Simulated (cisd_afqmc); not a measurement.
Input (AFQMC/CISD/def2-SVP; cisd_afqmc is a phaseless AFQMC code with CISD trial states that reads the integrals written by Ansatz):

Ansatz 0.2 input:
```python
import cisd_afqmc

open("ham.yaml", "w").write("""\
crystal:
  periodic: [false, false, false]
  atoms:
    - {symbol: Sn, position_ang: [-0.32886826, -0.44615400, 0.18066158]}
    - {symbol: Cl, position_ang: [0.06898084, 1.85823995, -0.41368650]}
    - {symbol: N, position_ang: [1.57798121, -0.99900863, -0.19822826]}
    - {symbol: H, position_ang: [1.93919212, -1.93587711, -0.09279200]}
    - {symbol: H, position_ang: [2.28567841, -0.35344150, -0.52001861]}
basis:
  gaussian:
    orbitals: def2-SVP
magnetization: {spin_polarized: false}
correlation: {method: ccsd, electrons: outside_noble_gas, hamiltonian_folder: ham}
""")
rep = cisd_afqmc.ansatz("ham.yaml")
e_ccsd = rep["correlation"]["coupled_cluster"]["energy"]["hartree"]
out = cisd_afqmc.run("ham", e_ccsd, trial="CISD", walkers=100, populations=8, threads=8, dt=0.005, steps=40, early=36, settle=10, least=32,
    cut=5e-5, rank_cut=2e-4, target=0.0004, seconds=1500, seed=1, memory=17280, gpu=False)
```

Output:

```
orbitals 53, occupied [9], factors 332 of 749, rank of the doubles 166 of 396
E(HF) = -728.340953
E(CCSD) on the cut factors = -728.742292, shift to the whole factors -0.000008
Energy of the trial state on the determinant = -728.742325
  tau behind 10.8 of longer steps, mean of the populations' last blocks
   2.0  -728.75458
   4.0  -728.75471
   6.0  -728.75638
   8.0  -728.75615
  10.0  -728.75799
  12.0  -728.75497
  14.0  -728.75658
  16.0  -728.75578
  18.0  -728.75722
  20.0  -728.75879
  22.0  -728.75660
  24.0  -728.75638
blocks 1045 (3 outliers left out), error by blocks joined: 1: 0.00021, 2: 0.00025, 4: 0.00031, 8: 0.00033, 16: 0.00039
E(AFQMC/CISD) = -728.75640 +/- 0.00039
```
